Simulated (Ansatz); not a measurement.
The geometry has C3 symmetry (within 0.05 Å) and had no frequency check at the DFT level, so a distortion to lower symmetry isn't ruled out.

B3LYP has the VWN-RPA correlation part, as in Gaussian. 

**CH₆GeO₃, SMILES `[CH3][Ge]([OH])([OH])[OH]` (charge 0, multiplicity 1)**

Calculation: B3LYP-D3(BJ)/def2-TZVP // B3LYP-D3(BJ)/def2-SVP (Ansatz, a quantum-chemistry and plane-wave program).

```json
{
 "HOMO": "-8.25 eV",
 "dipole_moment": "0.45 D",
 "LUMO": "-0.19 eV",
 "HOMO–LUMO gap": "8.06 eV",
 "vertical ionisation energy (Delta-SCF)": "10.50 eV",
 "total_energy": "-2344.6721 Ha"
}
```

```xyz
11

C      1.6256    -0.3169    -0.1489
Ge    -0.2598     0.0561     0.0352
O     -1.2301    -0.8687    -1.1408
O     -0.6163     1.7833    -0.2274
O     -0.8571    -0.3659     1.6615
H      1.8929    -0.3480    -1.2146
H      2.2077     0.4710     0.3497
H      1.8562    -1.2874     0.3128
H     -1.9453    -1.3450    -0.6969
H     -1.3226     1.8930    -0.8790
H     -1.3362     0.3767     2.0547
```
Charge 0, spin multiplicity 1.
